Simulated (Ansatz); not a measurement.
A structure relaxed at PBE0-D4/def2-TZVP, charge 0, multiplicity 1:

```xyz
8

In    1.7271   -0.6793    0.2438
C    -0.1624    0.1258   -0.3582
N    -0.8054    0.5461   -1.3529
C    -1.5317    0.5704   -0.0433
H     2.9162    0.4375    0.7695
H     1.8819   -2.3862    0.2390
H    -1.6999    1.5443    0.4086
H    -2.3258   -0.1587    0.0934
```

Q: Give its formula and SMILES.

A: C2H4InN, `[InH2][C]1=NC1`.

Q: Point group (tolerance 0.08 Å, 0.16 Å for H)?

A: Cs.

Q: Summarise the bond lengths by kind.

A: 1 × C–In 2.140 Å; 2 × H–In 1.714 Å; 2 × C–N 1.257 to 1.498 Å; 1 × C–C 1.474 Å; 2 × C–H 1.087 Å.

Program: Ansatz 0.2.0.
